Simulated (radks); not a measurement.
Results of a calculation; reference values are marked as such.
Isoelectronic series with 20 electrons, each ion in its NIST ground configuration. Level of theory: Dirac Kohn-Sham, LDA (Slater exchange, Perdew-Wang correlation), spin-unpolarised, spherical densities, finite nucleus; open shells are shared between the two j in proportion to 2j + 1; Fermi nuclear charge, rms radius of each element as measured or else 0.836 A^(1/3) + 0.57 fm (a radial shooting solver on a logarithmic mesh with Libxc functionals). Total energies (hartree) and mean radii <r> (bohr) (* marks an orbital that is empty in some or all of the ions):

| ion | configuration | E (hartree) | 4s1/2* | 3p3/2 | 3p1/2 |
|---|---|---|---|---|---|
| Ca | [Ar] 4s2 | -678.69488 | 3.973 | 1.277 | 1.268 |
| Ni8+ | [Ar] 3d2 | -1495.97435 | 1.543 | 0.7038 | 0.6968 |
| Kr16+ | [Ar] 3d2 | -2656.72753 | 0.9890 | 0.4805 | 0.4733 |
| Ru24+ | [Ar] 3d2 | -4171.13550 | 0.7305 | 0.3651 | 0.3572 |
| Te32+ | [Ar] 3d2 | -6054.57696 | 0.5778 | 0.2941 | 0.2852 |
| Nd40+ | [Ar] 3d2 | -8327.7570 | 0.4760 | 0.2459 | 0.2359 |
| Er48+ | [Ar] 3d2 | -11018.0367 | 0.4028 | 0.2109 | 0.1997 |
| Os56+ | [Ar] 3d2 | -14161.9172 | 0.3471 | 0.1842 | 0.1717 |
